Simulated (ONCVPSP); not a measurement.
# u(r) = r·R(r): atom against pseudo-atom (aluminium)

Columns: radius, all-electron u(r) and pseudo u(r) of the 3p shell (level -2.96 eV) of aluminium in the configuration [Ne] 3s1.75 3p1.25; LDA (Perdew-Zunger), scalar-relativistic, ONCV scheme, ONCVPSP 4.0.1.

```tsv
r (bohr)	all-electron	pseudo
0.113	-0.0897	0.0029
0.225	-0.1856	0.0117
0.338	-0.2215	0.0261
0.450	-0.2058	0.0460
0.563	-0.1574	0.0711
0.675	-0.0922	0.1007
0.788	-0.0189	0.1346
0.900	0.0552	0.1714
1.013	0.1274	0.2111
1.125	0.1944	0.2517
1.238	0.2562	0.2932
1.350	0.3112	0.3335
1.463	0.3602	0.3725
1.575	0.4026	0.4086
1.688	0.4393	0.4416
1.800	0.4700	0.4706
1.913	0.4956	0.4955
2.025	0.5160	0.5159
2.138	0.5321	0.5321
2.250	0.5439	0.5439
2.363	0.5521	0.5521
2.475	0.5569	0.5569
2.588	0.5589	0.5589
2.700	0.5582	0.5582
2.813	0.5552	0.5552
2.925	0.5503	0.5503
```

(1) How many radial nodes do the two functions have?

(2) At about which radius was the pseudo-wave matched?

(3) Is the pseudo-wave norm-conserving?

Answers

(1) The all-electron 3p function has n − l − 1 = 1; the pseudo-wave has 0, since the states of the same l below it are removed with the core.

(2) 2.25 bohr. The columns agree to 0.0005 from 1.91 bohr on; several derivatives are matched, so the curves merge somewhat inside the radius.

(3) Yes: the ONCV scheme keeps the norm inside the radius equal to the all-electron one, which fixes the energy derivative of the logarithmic derivative at the level.
